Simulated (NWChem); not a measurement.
**Correlation energy of FS**

```
S
F 1 1.6282
```
Charge 0, spin multiplicity 2.

Program: NWChem. Structure: optimised with UB3LYP/def2-SVP, a minimum by its harmonic frequencies.

Basis set: cc-pVTZ. Each correlation energy counts from its own Hartree-Fock reference.

The correlated methods keep 6 core orbitals frozen. The structure started from a generated list of species. The unpaired electrons of the parent sit in orbitals of symmetry b1 (C2v labels of the run); other states weren't searched. The stability of the SCF solutions was not checked. Open-shell Hartree-Fock references start from PBE0 orbitals. Coupled-cluster values serve here as a point of comparison, not as the truth.

**Question.** For the correlation energy, URI-MP2 gives -395.4 mHa and UMP2 gives -395.4 mHa. What do SCS-UMP2, CCSD on ROHF, CCSD[T] on ROHF give?

**Answer.** SCS-UMP2: -388.4 mHa; CCSD on ROHF: -420.1 mHa; CCSD[T] on ROHF: -436.7 mHa.
